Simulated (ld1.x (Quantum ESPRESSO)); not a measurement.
# Pseudopotential generation for manganese: TM, PBEsol, scalar-relativistic.

Input for ld1.x (Quantum ESPRESSO) 7.5:

```
&input
   title='Mn', zed=25., rel=1, dft='PBESOL', iswitch=3,
   config='[Ar] 3d5 4s0 4p0',
   nld=3, rlderiv=2.05, eminld=-10.0, emaxld=5.0, deld=0.04
 /
 &inputp
   pseudotype=2, tm=.true., lloc=2,
   nlcc=.true.,
   file_pseudopw='Mn.UPF', file_wfcaegen='ae.wfc', file_wfcncgen='nc.wfc', file_beta='beta', file_chi='chi'
 /
3
3S  1  0   2.00   0.00  1.30  1.30  0.0
3P  2  1   6.00   0.00  1.00  1.00  0.0
3D  3  2   5.00   0.00  1.90  1.90  0.0
 &test
   configts(1)='3s2 3p6 3d5 4s0 4p0'
 /
```

Command:

```bash
ld1.x < Mn.in > Mn.out
```

The program printed (shortened: banner, matrices, multipoles, cross overlaps and the repeated all-electron block are left out):

```
Program LD1 v.7.5
     --------------------------- All-electron run ----------------------------

     Mn
     scalar relativistic calculation

     atomic number is 25.00
     dft =PBESOL   lsd =0 sic =0 latt =0  beta=0.20 tr2=1.0E-14
     Exchange-correlation= PBESOL
                           (   1   4  10   8   0   0   0)
     mesh =1187 r(mesh) = 100.09544 a.u. xmin = -7.00 dx = 0.01250
     1 Ry =  13.60569312 eV, c = 137.03599908

     n l     nl                  e(Ry)          e(Ha)          e(eV)
     1 0     1S 1( 2.00)      -473.3769      -236.6885     -6440.6214
     2 0     2S 1( 2.00)       -55.9052       -27.9526      -760.6292
     2 1     2P 1( 6.00)       -47.5772       -23.7886      -647.3203
     3 0     3S 1( 2.00)        -7.6011        -3.8005      -103.4177
     3 1     3P 1( 6.00)        -5.3119        -2.6560       -72.2724
     3 2     3D 1( 5.00)        -1.7846        -0.8923       -24.2806
     4 0     4S 1( 0.00)        -1.4131        -0.7065       -19.2261
     4 1     4P 1( 0.00)        -1.0049        -0.5025       -13.6724

     final scf error:  5.0E-15 reached in  28 iterations

     Etot =   -2312.571083 Ry,   -1156.285542 Ha,  -31464.132484 eV

     Ekin =    2337.880317 Ry,    1168.940158 Ha,   31808.482146 eV
     Encl =   -5493.334818 Ry,   -2746.667409 Ha,  -74740.627759 eV
     Eh   =     943.692638 Ry,     471.846319 Ha,   12839.592434 eV
     Exc  =    -100.809220 Ry,     -50.404610 Ha,   -1371.579306 eV

     normalization and overlap integrals

     s(1S/1S) =  1.000000  <r> =   0.0609  <r2> =    0.0050  r(max) =   0.0400
     s(2S/2S) =  1.000000  <r> =   0.2797  <r2> =    0.0924  r(max) =   0.2331
     s(2P/2P) =  1.000000  <r> =   0.2472  <r2> =    0.0752  r(max) =   0.1885
     s(3S/3S) =  1.000000  <r> =   0.8530  <r2> =    0.8400  r(max) =   0.7361
     s(3P/3P) =  1.000000  <r> =   0.9048  <r2> =    0.9651  r(max) =   0.7547
     s(3D/3D) =  1.000000  <r> =   1.1464  <r2> =    1.6981  r(max) =   0.7642
     s(4S/4S) =  1.000000  <r> =   2.5896  <r2> =    7.6046  r(max) =   2.2392
     s(4P/4P) =  1.000000  <r> =   3.0923  <r2> =   10.8834  r(max) =   2.6675

     ------------------------ End of All-electron run ------------------------

     --------------------- Generating NC pseudopotential ---------------------

      Generating local pot.: lloc=2, matching radius rcloc =   1.9000

      Computing core charge for nlcc:

       r > 0.42 : true rho core
       r < 0.42 : rho core = a sin(br)/r    a=  39.99  b=   6.30

      Integrated core pseudo-charge :   3.57

      Wfc   3S  rcut= 1.292  Using Troullier-Martins method

      Wfc   3P  rcut= 1.006  Using Troullier-Martins method

     ------------------- End of pseudopotential generation -------------------

     Computing logarithmic derivative in   2.03887

       Warning: n=1, l=0 expected 0 nodes, found 1
       Setting wfc to zero for this iteration
       (This warning will only be printed once per wavefunction)

       Warning: n=2, l=1 expected 0 nodes, found 1
       Setting wfc to zero for this iteration
       (This warning will only be printed once per wavefunction)

     Computing logarithmic derivative in   2.03887
     Computing the partial wave expansion
     R is outside the sphere for l=    0 j= 0.00
     R is outside the sphere for l=    1 j= 0.00
       no projector for channel:   2

     ---------------------- Testing the pseudopotential ----------------------

     Mn
     scalar relativistic calculation

     atomic number is 25.00   valence charge is 15.00
     dft =PBESOL   lsd =0 sic =0 latt =0  beta=0.20 tr2=1.0E-14
     mesh =1187 r(mesh) = 100.09544 xmin = -7.00 dx = 0.01250

     n l     nl             e AE (Ry)        e PS (Ry)    De AE-PS (Ry)
     1 0     3S   1( 2.00)       -7.60106       -7.60106        0.00000
     2 1     3P   1( 6.00)       -5.31193       -5.31200        0.00007
     3 2     3D   1( 5.00)       -1.78459       -1.78459        0.00000
     2 0     4S   1( 0.00)       -1.41309       -1.45676        0.04366  !
     3 1     4P   1( 0.00)       -1.00490       -0.95949       -0.04542  !

     eps = 4.3E-15  iter = 17

     Etot =   -2312.571083 Ry,   -1156.285542 Ha,  -31464.132484 eV
     Etotps =  -213.898050 Ry,    -106.949025 Ha,   -2910.231225 eV

     Ekin =      93.086902 Ry,      46.543451 Ha,    1266.511820 eV
     Encl =    -458.454437 Ry,    -229.227218 Ha,   -6237.590374 eV
     Ehrt =     152.616505 Ry,      76.308252 Ha,    2076.453332 eV
     Ecxc =     -34.081663 Ry,     -17.040832 Ha,    -463.704654 eV
     (Ecc =     -11.294127 Ry,      -5.647063 Ha,    -153.664425 eV)
     Epseu=      32.934643 Ry,      16.467322 Ha,     448.098649 eV

     ---------------------- End of pseudopotential test ----------------------
```

Generation and configuration tests took about 1.1 s on one core of a shared server CPU.

Transferability test of the new file with ld1.x, input:

```
&input
   title='Mn', zed=25., rel=1, dft='PBESOL', iswitch=2,
   config='[Ar] 3d5 4s0 4p0'
 /
 &test
   file_pseudo='Mn.UPF', nconf=8,
   configts(1)='3s2 3p6 3d5 4s0 4p0',
   configts(2)='3s2 3p6 3d5 4s2 4p0',
   configts(3)='3s2 3p6 3d5 4s1 4p0',
   configts(4)='3s2 3p6 3d4 4s0 4p0',
   configts(5)='3s2 3p6 3d5 4s0 4p2',
   configts(6)='3s2 3p6 3d4 4s2 4p1',
   configts(7)='3s2 3p6 3d3 4s0 4p0',
   configts(8)='3s2 3p6 3d5 4s1.5 4p0'
 /
```

```bash
ld1.x < Mn.test.in > Mn.test.out
```

Pseudopotential blocks of its output, shortened (energy terms left out; the distinct warnings before each block abridged to one line each):

```
     Warning: n=1, l=0 expected 0 nodes, found 1
     Warning: n=2, l=1 expected 0 nodes, found 1
     ---------------------- Testing the pseudopotential ----------------------

     n l     nl             e AE (Ry)        e PS (Ry)    De AE-PS (Ry)
     1 0     3S   1( 2.00)       -7.60106       -7.60106        0.00000
     2 1     3P   1( 6.00)       -5.31193       -5.31200        0.00007
     3 2     3D   1( 5.00)       -1.78459       -1.78459        0.00000
     2 0     4S   1( 0.00)       -1.41309       -1.45676        0.04366  !
     3 1     4P   1( 0.00)       -1.00490       -0.95949       -0.04542  !

     eps = 4.2E-15  iter = 17

     Etot =   -2312.571083 Ry,   -1156.285542 Ha,  -31464.132484 eV
     Etotps =  -213.898050 Ry,    -106.949025 Ha,   -2910.231226 eV

     ---------------------- End of pseudopotential test ----------------------

          ---------------------- Testing the pseudopotential ----------------------

     n l     nl             e AE (Ry)        e PS (Ry)    De AE-PS (Ry)
     1 0     3S   1( 2.00)       -6.29472       -6.22473       -0.06999  !
     2 1     3P   1( 6.00)       -4.00438       -3.94559       -0.05879  !
     3 2     3D   1( 5.00)       -0.49935       -0.45800       -0.04135  !
     2 0     4S   1( 2.00)       -0.37665       -0.37418       -0.00247
     3 1     4P   1( 0.00)       -0.09902       -0.07903       -0.01999  !

     eps = 1.9E-15  iter = 20

     Etot =   -2314.330920 Ry,   -1157.165460 Ha,  -31488.076280 eV
     Etotps =  -215.679963 Ry,    -107.839982 Ha,   -2934.475395 eV
     dEtot_ae =      -1.759837 Ry
     dEtot_ps =      -1.781914 Ry,   Delta E=       0.022077 Ry

     ---------------------- End of pseudopotential test ----------------------

          ---------------------- Testing the pseudopotential ----------------------

     n l     nl             e AE (Ry)        e PS (Ry)    De AE-PS (Ry)
     1 0     3S   1( 2.00)       -6.89962       -6.84357       -0.05605  !
     2 1     3P   1( 6.00)       -4.61021       -4.56207       -0.04814  !
     3 2     3D   1( 5.00)       -1.09763       -1.06232       -0.03531  !
     2 0     4S   1( 1.00)       -0.87298       -0.87937        0.00639  !
     3 1     4P   1( 0.00)       -0.52585       -0.48838       -0.03747  !

     eps = 5.0E-15  iter = 19

     Etot =   -2313.711153 Ry,   -1156.855577 Ha,  -31479.643927 eV
     Etotps =  -215.059416 Ry,    -107.529708 Ha,   -2926.032422 eV
     dEtot_ae =      -1.140070 Ry
     dEtot_ps =      -1.161367 Ry,   Delta E=       0.021296 Ry

     ---------------------- End of pseudopotential test ----------------------

          ---------------------- Testing the pseudopotential ----------------------

     n l     nl             e AE (Ry)        e PS (Ry)    De AE-PS (Ry)
     1 0     3S   1( 2.00)       -8.93365       -8.94263        0.00898  !
     2 1     3P   1( 6.00)       -6.62501       -6.63435        0.00935  !
     3 2     3D   1( 4.00)       -3.02539       -3.01920       -0.00619  !
     2 0     4S   1( 0.00)       -2.19616       -2.33694        0.14078  !
     3 1     4P   1( 0.00)       -1.70098       -1.62831       -0.07267  !

     eps = 8.0E-15  iter = 19

     Etot =   -2310.183860 Ry,   -1155.091930 Ha,  -31431.652658 eV
     Etotps =  -211.511602 Ry,    -105.755801 Ha,   -2877.761953 eV
     dEtot_ae =       2.387223 Ry
     dEtot_ps =       2.386448 Ry,   Delta E=       0.000776 Ry

     ---------------------- End of pseudopotential test ----------------------

          ---------------------- Testing the pseudopotential ----------------------

     n l     nl             e AE (Ry)        e PS (Ry)    De AE-PS (Ry)
     1 0     3S   1( 2.00)       -6.51956       -6.55829        0.03873  !
     2 1     3P   1( 6.00)       -4.22956       -4.26917        0.03961  !
     3 2     3D   1( 5.00)       -0.71372       -0.75073        0.03701  !
     2 0     4S   1( 0.00)       -0.50676       -0.55222        0.04546  !
     3 1     4P   1( 2.00)       -0.20071       -0.19648       -0.00423

     eps = 3.1E-15  iter = 26

     Etot =   -2313.745804 Ry,   -1156.872902 Ha,  -31480.115368 eV
     Etotps =  -215.030555 Ry,    -107.515277 Ha,   -2925.639738 eV
     dEtot_ae =      -1.174720 Ry
     dEtot_ps =      -1.132505 Ry,   Delta E=      -0.042216 Ry

     ---------------------- End of pseudopotential test ----------------------

          ---------------------- Testing the pseudopotential ----------------------

     n l     nl             e AE (Ry)        e PS (Ry)    De AE-PS (Ry)
     1 0     3S   1( 2.00)       -6.82818       -6.72511       -0.10307  !
     2 1     3P   1( 6.00)       -4.52257       -4.43810       -0.08448  !
     3 2     3D   1( 4.00)       -0.95585       -0.88858       -0.06727  !
     2 0     4S   1( 2.00)       -0.52892       -0.55172        0.02280  !
     3 1     4P   1( 1.00)       -0.19238       -0.16760       -0.02477  !

     eps = 5.6E-15  iter = 19

     Etot =   -2313.755543 Ry,   -1156.877772 Ha,  -31480.247880 eV
     Etotps =  -215.134518 Ry,    -107.567259 Ha,   -2927.054233 eV
     dEtot_ae =      -1.184460 Ry
     dEtot_ps =      -1.236468 Ry,   Delta E=       0.052008 Ry

     ---------------------- End of pseudopotential test ----------------------

          ---------------------- Testing the pseudopotential ----------------------

     n l     nl             e AE (Ry)        e PS (Ry)    De AE-PS (Ry)
     1 0     3S   1( 2.00)      -10.45346      -10.44518       -0.00828  !
     2 1     3P   1( 6.00)       -8.12105       -8.11346       -0.00759  !
     3 2     3D   1( 3.00)       -4.46030       -4.40959       -0.05071  !
     2 0     4S   1( 0.00)       -3.08143       -3.40654        0.32511  !
     3 1     4P   1( 0.00)       -2.50771       -2.40285       -0.10486  !

     eps = 2.8E-15  iter = 12

     Etot =   -2306.455933 Ry,   -1153.227966 Ha,  -31380.931622 eV
     Etotps =  -207.808001 Ry,    -103.904001 Ha,   -2827.371894 eV
     dEtot_ae =       6.115151 Ry
     dEtot_ps =       6.090049 Ry,   Delta E=       0.025102 Ry

     ---------------------- End of pseudopotential test ----------------------

          ---------------------- Testing the pseudopotential ----------------------

     n l     nl             e AE (Ry)        e PS (Ry)    De AE-PS (Ry)
     1 0     3S   1( 2.00)       -6.58356       -6.51742       -0.06614  !
     2 1     3P   1( 6.00)       -4.29372       -4.23752       -0.05620  !
     3 2     3D   1( 5.00)       -0.78570       -0.74535       -0.04035  !
     2 0     4S   1( 1.50)       -0.61733       -0.61745        0.00012
     3 1     4P   1( 0.00)       -0.30280       -0.27345       -0.02935  !

     eps = 6.1E-15  iter = 18

     Etot =   -2314.083187 Ry,   -1157.041593 Ha,  -31484.705701 eV
     Etotps =  -215.432909 Ry,    -107.716454 Ha,   -2931.114042 eV
     dEtot_ae =      -1.512104 Ry
     dEtot_ps =      -1.534859 Ry,   Delta E=       0.022755 Ry

     ---------------------- End of pseudopotential test ----------------------
```
